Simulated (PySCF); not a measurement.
Isomers of C7H9FO, from PBE0-D3(BJ)/def2-SVP geometry optimisation, gas phase (PySCF). One conformer each, no zero-point energy, no frequencies.

**Question.** Which isomer lies lowest at this level?
A. `[CH2:1]=[CH:2][C:3]1([C:4](=[O:5])[F:6])[CH2:7][CH2:8][CH2:9]1` with C1–C2–C3–C4 107°, C2–C3–C4–O5 118°, C2–C3–C7–C8 140°, C3–C7–C8–C9 -17°, C7–C8–C9–C3 17°, C2–C3–C9–C8 -138°: A = 1854, B = 1794, C = 1213 MHz, dipole 2.81 D
B. `[CH3:1][C@H:2]1[CH2:3][CH:4]=[C:5]([F:6])[C:7](=[O:8])[CH2:9]1` with C1–C2–C3–C4 174°, C2–C3–C4–C5 -21°, C4–C5–C7–O8 179°, C5–C7–C9–C2 33°: A = 2927, B = 1255, C = 911.8 MHz, dipole 4.43 D
C. `[CH:1]#[C:2][C@@H:3]1[CH2:4][CH2:5][C@@:6]1([F:7])[O:8][CH3:9]` with C5–C6–O8–C9 171°, C2–C3–C4–C5 -140°, C3–C4–C5–C6 18°, C4–C5–C6–F7 93°, C2–C3–C6–C5 140°: A = 2067, B = 1619, C = 1154 MHz, dipole 1.22 D

**Answer.** B. That is `C1[C@H](CC=C(F)C1=O)C`, 16.1 kcal/mol below the next.

```json
{"SMILES": "C[C@H]1CC=C(F)C(=O)C1", "mapped SMILES": "[CH3:1][C@H:2]1[CH2:3][CH:4]=[C:5]([F:6])[C:7](=[O:8])[CH2:9]1", "E (Eh)": "-446.40553", "relative (kcal/mol)": "0.0", "relative (kJ/mol)": "0.0", "dipole (D)": "4.43"}
{"SMILES": "C=CC1(C(=O)F)CCC1", "mapped SMILES": "[CH2:1]=[CH:2][C:3]1([C:4](=[O:5])[F:6])[CH2:7][CH2:8][CH2:9]1", "E (Eh)": "-446.37994", "relative (kcal/mol)": "16.1", "relative (kJ/mol)": "67.2", "dipole (D)": "2.81"}
{"SMILES": "C#C[C@@H]1CC[C@@]1(F)OC", "mapped SMILES": "[CH:1]#[C:2][C@@H:3]1[CH2:4][CH2:5][C@@:6]1([F:7])[O:8][CH3:9]", "E (Eh)": "-446.31076", "relative (kcal/mol)": "59.5", "relative (kJ/mol)": "248.8", "dipole (D)": "1.22"}
```

As drawn, the lowest has a C=O bond and a C=C bond outside aromatic rings, which the highest lacks; the highest has a four-membered ring and a C≡C bond, which the lowest lacks.
